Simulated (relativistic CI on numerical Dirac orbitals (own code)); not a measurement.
# Radial parameters of Kr XXV

Method of calculation: Dirac-Coulomb-Breit CI, KLI orbitals optimised for each configuration, a model potential for QED, unscaled Slater integrals (own radial code, finite nucleus).

Slater integrals F^k, G^k are unscaled and averaged over j, outside the closed core [Ne]; ζ comes from projecting the Hamiltonian with its Breit term on Σ l·s of the shell.

- 3s.3p: G^1(3s,3p) = 289850, ζ(3p) = 67460 cm⁻¹; <r>(3s) = 0.4464, <r^2>(3s) = 0.2265, <r>(3p) = 0.434, <r^2>(3p) = 0.2169 (bohr units).
- 3p2: F^2(3p,3p) = 228740, ζ(3p) = 67412 cm⁻¹; <r>(3p) = 0.4346, <r^2>(3p) = 0.2175 (bohr units).
- 3s.3d: G^2(3s,3d) = 183390, ζ(3d) = 7505.3 cm⁻¹; <r>(3s) = 0.4469, <r^2>(3s) = 0.2269, <r>(3d) = 0.3873, <r^2>(3d) = 0.1731 (bohr units).

Averages of the first 10 configurations, taken without configuration mixing, which lowers the lowest level and can move excited configurations by several eV; other configurations of the list can lie among them:

| Configuration | Parity | States | Average energy above the lowest level (eV) |
| --- | --- | --- | --- |
| 3s2 | even | 1 | 3.1 |
| 3s.3p | odd | 12 | 62.9 |
| 3p2 | even | 15 | 132.6 |
| 3s.3d | even | 20 | 150.1 |
| 3d2 | even | 45 | 302.2 |
| 3p.3d | odd | 60 | 215.5 |
| 3p.4s | odd | 12 | 605.5 |
| 3d.4s | even | 20 | 687.5 |
| 3s.4s | even | 4 | 539.4 |
| 3s.4p | odd | 12 | 567.0 |
